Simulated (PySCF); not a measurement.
C3H7O, SMILES [CH2]C(C)O, multiplicity 2. The structure is a stationary point at PBE-D3(BJ)/def2-SVP. The isomer is the one that the SMILES or the coordinates give; other isomers of the formula were not compared. The values are those of a single conformer.

Computed equilibrium geometry at PBE-D3(BJ)/def2-SVP (PySCF confirms it by a frequency run) as Cartesian coordinates in Å (one conformer of several):
```xyz
11

C      1.2913    -0.6673     0.0755
C      0.0660     0.0749    -0.3404
C     -1.2267    -0.7155    -0.1032
O      0.0138     1.3697     0.2710
H      2.2485    -0.1251     0.1240
H      1.2892    -1.7569     0.2336
H      0.1323     0.3046    -1.4341
H     -2.1030    -0.1140    -0.4124
H     -1.3377    -0.9658     0.9731
H     -1.2291    -1.6663    -0.6747
H      0.1060     1.2131     1.2310
```
Charge 0, spin multiplicity 2.
